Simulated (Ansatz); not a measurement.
Geometry optimisation, Ansatz 0.2.0, RKS PBE-D4/6-31G*.

input.yaml

```yaml
crystal:
  periodic: [false, false, false]
  atoms:
    - { symbol: B, position_ang: [-0.139462, -0.320994, -0.082126] }
    - { symbol: O, position_ang: [-0.049121, -0.701714, 1.261394] }
    - { symbol: H, position_ang: [-0.943763, -0.844428, 1.619816] }
    - { symbol: "N", position_ang: [1.063392, -0.128547, -0.79407] }
    - { symbol: H, position_ang: [1.982049, -0.232412, -0.366088] }
    - { symbol: H, position_ang: [1.081562, 0.203515, -1.754651] }
    - { symbol: H, position_ang: [-1.20534, -0.197337, -0.644396] }
    - { symbol: P, position_ang: [0.35438, 2.594591, 0.906953] }
    - { symbol: H, position_ang: [0.421348, 3.509063, 2.019745] }
    - { symbol: H, position_ang: [1.77839, 2.612422, 0.719689] }
    - { symbol: H, position_ang: [0.383364, 1.424241, 1.722734] }
basis:
  gaussian: { orbitals: "6-31G*" }
hamiltonian:
  xc: pbe
  dispersion: d4
relax:
  f_tol: 0.03
  max_steps: 50
```

Run as:

```bash
$ ansatz run input.yaml --threads 1 --pin off --max-ram 2048MiB --backend cpu --events-out ev --progress --plain --runs-dir out
```

Where does it end, and by what steps?

It converged. The force dipped under the threshold on the way, but the program's further checks kept it going. After 14 steps the energy has fallen by 0.104 eV; H3 moved furthest, 0.46 Å.

```json
{"step": "0", "energy less start (eV)": "0.0000", "largest force component (eV/Å)": "0.392", "accepted": "yes"}
{"step": "1", "energy less start (eV)": "-0.0762", "largest force component (eV/Å)": "0.336", "accepted": "yes"}
{"step": "2", "energy less start (eV)": "-0.0583", "largest force component (eV/Å)": "0.714", "accepted": "no"}
{"step": "3", "energy less start (eV)": "-0.0949", "largest force component (eV/Å)": "0.087", "accepted": "yes"}
{"step": "4", "energy less start (eV)": "-0.0966", "largest force component (eV/Å)": "0.086", "accepted": "yes"}
{"step": "5", "energy less start (eV)": "-0.0987", "largest force component (eV/Å)": "0.061", "accepted": "yes"}
{"step": "6", "energy less start (eV)": "-0.0990", "largest force component (eV/Å)": "0.046", "accepted": "yes"}
{"step": "7", "energy less start (eV)": "-0.0990", "largest force component (eV/Å)": "0.233", "accepted": "no"}
{"step": "8", "energy less start (eV)": "-0.1010", "largest force component (eV/Å)": "0.075", "accepted": "yes"}
{"step": "9", "energy less start (eV)": "-0.1018", "largest force component (eV/Å)": "0.132", "accepted": "yes"}
{"step": "10", "energy less start (eV)": "-0.1026", "largest force component (eV/Å)": "0.055", "accepted": "yes"}
{"step": "11", "energy less start (eV)": "-0.1030", "largest force component (eV/Å)": "0.016", "accepted": "yes"}
{"step": "12", "energy less start (eV)": "-0.1032", "largest force component (eV/Å)": "0.033", "accepted": "yes"}
{"step": "13", "energy less start (eV)": "-0.1033", "largest force component (eV/Å)": "0.052", "accepted": "yes"}
{"step": "14", "energy less start (eV)": "-0.1035", "largest force component (eV/Å)": "0.025", "accepted": "yes"}
```

```xyz
11
Properties=species:S:1:pos:R:3
B -0.192 -0.547 -0.126
O -0.095 -0.978 1.188
H -0.962 -1.285 1.504
N 0.976 -0.077 -0.764
H 1.883 -0.056 -0.302
H 0.978 0.291 -1.709
H -1.240 -0.562 -0.731
P 0.547 2.921 0.894
H 0.694 3.820 2.008
H 1.942 2.578 0.910
H 0.195 1.814 1.736
```

Whether the end is a true minimum wasn't checked by a vibrational analysis.

The run took 46 s on 1 thread of Arm Neoverse V1 (shared host), peak memory 0.12 GiB.
